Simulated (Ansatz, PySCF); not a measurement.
Breaking the Ga1–H2 bond in FGaH2 (SMILES [F][GaH2]) (multiplicity 1 held, fragments rigid). Energies count from the point at 1.556 Å.
Geometry at that point (charge 0, multiplicity 1):
```
atom    x (Å)    y (Å)    z (Å)
----  -------  -------  -------
Ga    -0.1531  -0.2983   0.0991
H      0.6238  -1.0578   1.2132
H     -1.4763  -0.6025  -0.6615
F      0.6222   1.2119  -0.4027
```

Unrestricted levels (U-) break spin symmetry where that is lower. Active spaces are followed from a long bond inwards. Curves can end on different states.

Correlated levels freeze the cores. Filled d and f shells under p-block atoms count as core. Rows in LANL2DZ carry no dispersion term and start afresh at each structure. LANL2DZ brings its own core potentials from Na on.

Programs: Ansatz (Gaussian basis) for Hartree–Fock, density functionals and correlated methods; PySCF for LANL2DZ rows. 

Task: Estimate the energy at R = 4.980 Å that U-HF/LANL2DZ returns for this input.

Result: 2.72 eV

Task: Predict the energy at R = 4.980 Å from FIC-MRCISD+Q on CASSCF(2,2)/cc-pVTZ.

Result: 3.61 eV

Task: What energy at R = 4.980 Å does U-CCSD(T)/cc-pVTZ give?

Result: 3.58 eV

Doubts at one or more of the structures used: a spin-contaminated determinant (U-HF/LANL2DZ, U-CCSD(T)/cc-pVTZ).

Ansatz is a quantum-chemistry and plane-wave program.
